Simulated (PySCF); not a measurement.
## Frontier orbitals and the lowest excitations

Species: C7H7F.
Geometry (PBE0-D3(BJ)/def2-SVP, Å), atoms numbered from 1 in this order:
```xyz
15
C7H7F angstrom
C      2.196    0.558    0.070
C      0.712    0.360    0.043
C     -0.200    1.419    0.020
C     -1.577    1.197    0.002
C     -2.072   -0.106    0.007
C     -1.187   -1.183    0.029
C      0.177   -0.931    0.047
F      1.025   -1.965    0.069
H      2.687    0.008   -0.748
H      2.631    0.182    1.009
H      2.452    1.621   -0.025
H      0.186    2.442    0.015
H     -2.265    2.045   -0.016
H     -3.148   -0.289   -0.007
H     -1.535   -2.218    0.033
```

Computed with PySCF, TDDFT B3LYP/def2-SVPD, vertical, gas phase, core orbitals frozen in the response.

Frontier orbitals with the atoms that hold most of them (Löwdin shares over 4%, at most four atoms; ? is withheld):

```
orbital  ε (eV)                           atoms
 LUMO+2    0.53  C1 24%, H11 10%, C3 10%, C7 7%
 LUMO+1   -0.39  C4 22%, C7 20%, C5 14%, C2 11%
   LUMO   -0.61  C6 20%, C3 20%, C5 17%, C2 16%
   HOMO       ?                               ?
 HOMO-1   -7.18                               ?
 HOMO-2   -9.57  C7 13%, F8 12%, C2 11%, C6 10%
 HOMO-3   -9.89  C5 18%, C4 17%, C6 14%, C3 13%
```

Give the leading atoms of the HOMO-1.

C3 (bonded to 2 C and H) 24%; C6 (bonded to 2 C and H) 24%; C5 (bonded to 2 C and H) 13%; C2 (bonded to 3 C) 12%.

Which atoms hold the HOMO, and with what shares?

C4 (bonded to 2 C and H) 20%; C7 (bonded to 2 C and F) 20%; C2 (bonded to 3 C) 16%; C5 (bonded to 2 C and H) 15%.

What is the HOMO energy, and the HOMO–LUMO gap?

ε(HOMO) = -6.83 eV; the gap is 6.22 eV (0.2287 hartree).

The HOMO–LUMO gap is 6.22 eV. Where does the response calculation put the lowest singlet, and from which orbitals?

S1 is at 5.27 eV (f = 0.012), 0.95 eV below the gap, made of HOMO→LUMO (63%), HOMO-1→LUMO+1 (33%). 

Next come S2 at 5.97 eV (f 0.013), HOMO→LUMO+1 (54%), HOMO-1→LUMO (41%); S3 at 6.52 eV (f 0.0034), HOMO→LUMO+2 (97%); S4 at 6.77 eV (f 0.0058), HOMO→LUMO+3 (96%); S5 at 6.86 eV (f 0.319), HOMO-1→LUMO (36%), HOMO-1→LUMO+2 (30%), HOMO→LUMO+1 (27%).

Orbitals of the list HOMO-3 to LUMO+2 that lie within 0.01 eV of each other are written together with a slash and their weights summed (≥ marks a lower bound); for degenerate orbitals outside that list single weights are arbitrary.

Löwdin shares depend on the basis, the more so with diffuse functions.
